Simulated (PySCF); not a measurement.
# Bond length, frequency and bond energy of BeS⁻ by level of theory

State: ²Σ⁺ (doublet), unpaired electrons σ ↑. Set-up: PySCF, no relativity, basis sets Be aug-pcseg-1, S aug-pcseg-1. De refers to Be + S⁻ in their high-spin ground configurations, without counterpoise correction. The functionals are run spin-unrestricted. A positive dipole points towards S; it is taken about the centre of mass and depends on that origin.

```json
{"Level": "UHF", "Re (Å)": "1.823", "ωe (cm⁻¹)": "906", "De (eV)": "n/a", "μ (D)": "0.49"}
{"Level": "UHF-MP2", "Re (Å)": "1.840", "ωe (cm⁻¹)": "868", "De (eV)": "n/a", "μ (D)": "n/a"}
{"Level": "UHF-SCS-MP2", "Re (Å)": "1.841", "ωe (cm⁻¹)": "864", "De (eV)": "n/a", "μ (D)": "n/a"}
{"Level": "UHF-CCSD", "Re (Å)": "1.839", "ωe (cm⁻¹)": "867", "De (eV)": "n/a", "μ (D)": "n/a"}
{"Level": "UHF-CCSD(T)", "Re (Å)": "1.845", "ωe (cm⁻¹)": "852", "De (eV)": "n/a", "μ (D)": "n/a"}
{"Level": "PBE", "Re (Å)": "1.832", "ωe (cm⁻¹)": "860", "De (eV)": "3.81", "μ (D)": "1.56"}
{"Level": "revPBE", "Re (Å)": "1.840", "ωe (cm⁻¹)": "851", "De (eV)": "3.61", "μ (D)": "1.55"}
{"Level": "BLYP", "Re (Å)": "1.836", "ωe (cm⁻¹)": "848", "De (eV)": "3.48", "μ (D)": "1.46"}
{"Level": "r²SCAN", "Re (Å)": "1.829", "ωe (cm⁻¹)": "876", "De (eV)": "3.90", "μ (D)": "1.27"}
{"Level": "r²SCANh", "Re (Å)": "1.825", "ωe (cm⁻¹)": "883", "De (eV)": "3.84", "μ (D)": "1.18"}
{"Level": "PBE0", "Re (Å)": "1.821", "ωe (cm⁻¹)": "888", "De (eV)": "3.71", "μ (D)": "1.25"}
{"Level": "LC-ωPBE", "Re (Å)": "1.807", "ωe (cm⁻¹)": "918", "De (eV)": "3.60", "μ (D)": "0.90"}
```

(1) What does a quarter of exact exchange do here, going from PBE to PBE0?

(2) What does second-order correlation do here, going from UHF to UHF-MP2?

(3) What does the triples do here, going from UHF-CCSD to UHF-CCSD(T)?

Correlated steps freeze 5 core orbitals. For an ion De counts to the pair picked by the measured ionisation energies or electron affinities, which need not be the lowest pair at this level. The highest Kohn–Sham level is positive in this anion. Much of that is self-interaction error, but it also means that the finite basis helps to hold the extra electron. The state is the lowest determinant that a PBE0 search found; another state may lie lower at other levels.

Results:

(1) PBE0 less PBE: -1.1 pm in Re, +3.3 % in ωe, -0.10 eV in De. Exact exchange removes part of the self-interaction that spreads semilocal densities, and in most molecules shortens and stiffens the bond and lowers De; so it does here.

(2) UHF-MP2 less UHF: +1.7 pm in Re, -4.2 % in ωe. Correlation nearly always deepens the well. The bond lengthens, as in strong covalent bonds, where excitations into antibonding orbitals dominate.

(3) UHF-CCSD(T) less UHF-CCSD: +0.6 pm in Re, -1.7 % in ωe. Correlation nearly always deepens the well. The bond lengthens, as in strong covalent bonds, where excitations into antibonding orbitals dominate.
